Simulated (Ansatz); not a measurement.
Energy profile

The step: AlHCl₂ ([Cl][AlH][Cl]) + H₂O + HF → AlHCl₂O ([OH][Al]([Cl])[Cl]) + HF + H₂; bonds formed: H2–H7, H5–F8; dative contacts that become bonds: Al1–O6; bonds broken: Al1–H2, H5–O6, H7–F8 (atoms numbered as in the saddle structure below).

Al1  (-0.799, 0.392, -0.401)
H2  (-0.938, -0.849, 0.806)
Cl3  (-1.398, -0.455, -2.217)
Cl4  (-1.802, 2.027, 0.410)
H5  (1.312, -0.192, 0.487)
O6  (1.000, 0.551, -0.356)
H7  (-0.056, -0.953, 1.089)
F8  (1.176, -0.978, 1.351)
H9  (1.503, 0.456, -1.169)
(Å)

Electronic energies by CCSD(T) at an estimated basis limit (MP2 extrapolated from triple and quadruple zeta, plus CCSD(T) − MP2 in triple zeta), on PBE0-D4/def2-TZVP structures; AlH4Cl2OF, singlet; no counterpoise correction. Ansatz 0.2.0; basis: def2-TZVPP and def2-QZVPP; cores frozen in the correlated methods. Extrapolation: Hartree–Fock as exp(−7.88 √X), correlation as X^−2.97.

Q: Give the profile in kcal/mol, counted from the separated reactants. (To be estimated.)

A: Computed:
| point | kcal/mol |
| --- | --- |
| separated: AlHCl2 (linked as [Cl][AlH][Cl]; Al1, H2, Cl3, Cl4; singlet) + H2O (H5, O6, H9; singlet) + HF (H7, F8; singlet) | 0.00 |
| start structure | -35.00 |
| saddle | -22.83 |
| end structure | -37.66 |
| separated: AlHCl2O (linked as [OH][Al]([Cl])[Cl]; Al1, Cl3, Cl4, O6, H9; singlet) + H2 (H2, H7; singlet) + HF (H5, F8; singlet) | -26.74 |
The saddle lies below the separated reactants: the barrier is submerged.

The T1 diagnostic stays at or below 0.011.

For scale, one of the runs: CCSD(T)/def2-TZVPP, 244 basis functions, launched by `ansatz run in.yaml --threads 8 --pin off --events-out ev --progress --plain --max-ram 19148MiB`. The run took 44 s on 8 CPU threads of an Intel Xeon Platinum 8488C (shared host), with 4.7 GiB of host memory at its peak.
